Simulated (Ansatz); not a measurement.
Saddle point of CH6MgSe, singlet (CH₄Mg ([CH3][MgH]) + H₂Se → CH₄MgSe ([CH3][Mg][SeH]) + H₂; bonds formed: H2–H4; dative contacts that become bonds: Mg1–Se5; bonds broken: Mg1–H2, H4–Se5), PBE0-D4/def2-TZVP structure:

```
9
angstrom
Mg -0.4031 0.3661 0.2535
H -1.0510 2.0080 0.0293
C 0.1348 -1.3471 1.3008
H -0.6570 1.7507 -1.3494
Se -0.0434 0.8743 -2.5154
H -0.0895 -1.2681 2.3692
H -0.3935 -2.2269 0.9191
H 1.2062 -1.5522 1.2055
H 1.2965 1.3951 -2.2124
```

Energies are electronic, without zero-point energy. Barriers and step energies count from the start structure reached by relaxing down the imaginary mode; all methods use the PBE0-D4 structures, on which another method's saddle can fall below an end. Ansatz 0.2.0; basis: def2-TZVPP, with def2-QZVPP for the basis limit; cores frozen in the correlated methods. Filled d shells of the heavier atoms are correlated. The outer core shell of Li, Na, Mg and K is correlated. The def2 sets are not built for correlating such inner shells, so the correlated values are less sure here. B3LYP uses VWN-RPA correlation. Extrapolation: Hartree–Fock as exp(−7.88 √X), correlation as X^−2.97.

| method | barrier (kcal/mol) | step energy (kcal/mol) |
| --- | --- | --- |
| SPW92 | ? | -23.14 |
| PBE-D4 | 1.14 | -25.06 |
| BLYP-D4 | 3.01 | -24.84 |
| r2SCAN-D4 | 2.02 | -26.38 |
| B97M-V | 5.96 | -19.26 |
| PBE0-D4 | 3.29 | -25.36 |
| B3LYP-D4 | 4.59 | -25.06 |
| r2SCAN0-D4 | 3.72 | -26.52 |
| BHLYP-D4 | ? | -25.18 |
| CAM-B3LYP-D4 | 6.23 | -24.06 |
| wB97X-V | 7.08 | -24.34 |
| wB97M-V | 6.83 | -24.93 |
| B2PLYP | 5.40 | -26.19 |
| PBE-QIDH | 5.14 | -26.40 |
| RPA on PBE | ? | -22.79 |
| HF | 13.02 | -25.26 |
| MP2 | 5.84 | -27.36 |
| CCSD | 7.87 | -24.52 |
| CCSD(T) | 6.74 | -24.87 |

**Question.** Fill in the withheld barriers. (Judge from chemistry; the value comes from the calculation.)

**Answer.** Computed: RPA on PBE 7.40; BHLYP-D4 7.28; SPW92 -1.69 kcal/mol. Each is the energy of the saddle less that of the start structure, by the same method.

For comparison, the barrier by CCSD(T) at an estimated basis limit (MP2 extrapolated from triple and quadruple zeta, plus CCSD(T) − MP2 in triple zeta) is 5.34 kcal/mol.

T1 diagnostic: at most 0.009.

Labels in which every atom is bracketed show which atoms are joined, not bond orders.

For scale, one of the runs: CCSD(T)/def2-TZVPP, 195 basis functions, launched by `ansatz run in.yaml --threads 4 --pin off --events-out ev --progress --plain --max-ram 9574MiB`. Hardware: 4 CPU threads of an Arm Neoverse V1, shared host. Wall time 74 s; peak host memory 2.5 GiB.
